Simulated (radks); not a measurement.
Results of a calculation; reference values are marked as such.
Ti, 22 electrons, occupied as [Ar] 3d2 4s2. Level of theory: Dirac Kohn-Sham, PBE, spin-unpolarised, spherical densities, point nucleus; open shells fill j = l - 1/2 first (a radial shooting solver on a logarithmic mesh with Libxc functionals).

Spin-orbit splittings of the eigenvalues, e(l+1/2) - e(l-1/2), with zeta = 2 splitting/(2l+1) and mean radii in bohr:

\begin{tabular}{lrrrrr}
shell & occ. & splitting (eV) & zeta (eV) & <r> j=l-1/2 & <r> j=l+1/2 \\ \hline
2p & 6 & 5.772 & 3.848 & 0.2881 & 0.2908 \\
3p & 6 & 0.6577 & 0.4384 & 1.081 & 1.089 \\
3d & 2 & 0.04609 & 0.01844 & 1.615 & 1.621 \\
\end{tabular}
